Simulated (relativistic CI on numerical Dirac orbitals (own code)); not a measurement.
## Hyperfine structure of Pd⁴⁺, mass number 105

Calculated at this level of theory: Dirac-Coulomb-Breit CI, orbitals from a KLI potential per configuration, model QED (radiative potential, 1s self-energy scaled to tabulated hydrogen-like ionisation energies), valence Slater integrals scaled by 0.85, P86 correlation energy added to each configuration (own radial code, finite nucleus).

CI space (outside the closed core [Ar] 3d10): 4s²4p⁶4d⁶, 4s²4p⁶4d⁵5s, 4s²4p⁶4d⁵4f, 4s²4p⁶4d⁵5p, 4s²4p⁵4d⁷, 4s²4p⁶4d⁵5d, 4s²4p⁶4d⁵6s, 4s²4p⁶4d⁵6p, 4s²4p⁶4d⁴5s5p, 4s²4p⁶4d⁵6d, 4s²4p⁶4d⁵5g, 4s4p⁶4d⁷, 4s²4p⁶4d⁴5s², 4s²4p⁶4d³4f5s², 4s²4p⁶4d³5s²5p, 4s²4p⁶4d³5s²5d, 4s²4p⁶4d³5s²6s. Double excitations out of closed p, d and f shells are left out; levels of such configurations are missing from the list, as are those of other unlisted configurations, and high levels can miss mixing partners.

Nuclear spin I = 5/2, μ = -0.642 μN, Q = 0.66 b (tables of Stone and Pyykkö). The electronic factors are computed for point nuclear moments, without core polarisation; leaving it out makes A of s and p electrons in near-neutral atoms 20 to 40 % too small, and it can dominate for d and f shells.

```
        Level  E (cm⁻¹)  A (MHz)  B (MHz)
4s²4p⁶4d⁶ ⁵D4       0.0   -125.5      822
4s²4p⁶4d⁶ ⁵D3    2007.0   -88.95      191
4s²4p⁶4d⁶ ⁵D2    3038.8   -80.31     -174
4s²4p⁶4d⁶ ⁵D1    3773.2   -72.79     -273
4s²4p⁶4d⁶ ³P2   18779.3   -93.04     -114
4s²4p⁶4d⁶ ³H6   19051.0   -208.1     -457
4s²4p⁶4d⁶ ³H5   19453.8   -201.3     23.6
4s²4p⁶4d⁶ ³F3   21742.4   -217.8      263
```

Levels with J = 0, under 50 % of one LS term, or S terms without an open s electron are left out. Small factors come from cancelling terms and can be off by tens of per cent or more.

At this charge configurations can still be misplaced by up to about 7 % of their energy.

Problem. Give the hyperfine levels of 4s²4p⁶4d⁶ ⁵D4 relative to its centre of gravity.

Solution. With K = F(F + 1) − I(I + 1) − J(J + 1), E = AK/2 + B[¾K(K + 1) − I(I + 1)J(J + 1)]/[2I(2I − 1)J(2J − 1)]: F = 3/2: 1972, F = 5/2: 1416, F = 7/2: 730.5, F = 9/2: 7.224, F = 11/2: -634.5, F = 13/2: -1049 MHz.

LS names give the leading component of a level, which can be under half, so a name can repeat, a term be missing and a line seem to break the LS rules.
